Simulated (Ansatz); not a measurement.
Compare A (`FC1C=C1[SiH3]`) with its isomer B (`C#CC[SiH2]F`).

Computed with Ansatz on PBE0-D4/def2-TZVP structures; ΔE is electronic, products minus reactants. CBS: MP2 limit from def2 TZ/QZ plus the TZ coupled-cluster correction, frozen cores. Functionals use def2-TZVPP. B3LYP here is the variant with VWN-RPA as its local correlation; programs differ in this. Each species was taken in one conformer, which may not be the lowest.

Question: Which is lower in electronic energy at CCSD(T)/CBS, and by how much? (Estimate.)

Answer: Computed: B, by 257.7 kJ/mol.

Question: Give E(B) − E(A) in kJ/mol with B3LYP, CCSD/def2-TZVPP, r2SCAN-D4, CCSD(T)/def2-TZVPP, MP2/def2-TZVPP, HF/def2-TZVPP, PBE0-D4. (An estimate is asked.)

Answer: Computed: B3LYP -245.0, CCSD/def2-TZVPP -256.9, r2SCAN-D4 -234.0, CCSD(T)/def2-TZVPP -254.1, MP2/def2-TZVPP -263.8, HF/def2-TZVPP -265.6, PBE0-D4 -222.6. None reverses the order clearly.

Largest T1 diagnostic: 0.012.

From PBE to PBE0 (25 % exact exchange), in def2-TZVPP and without D4, E(B) − E(A) moves by −5.8 kJ/mol.
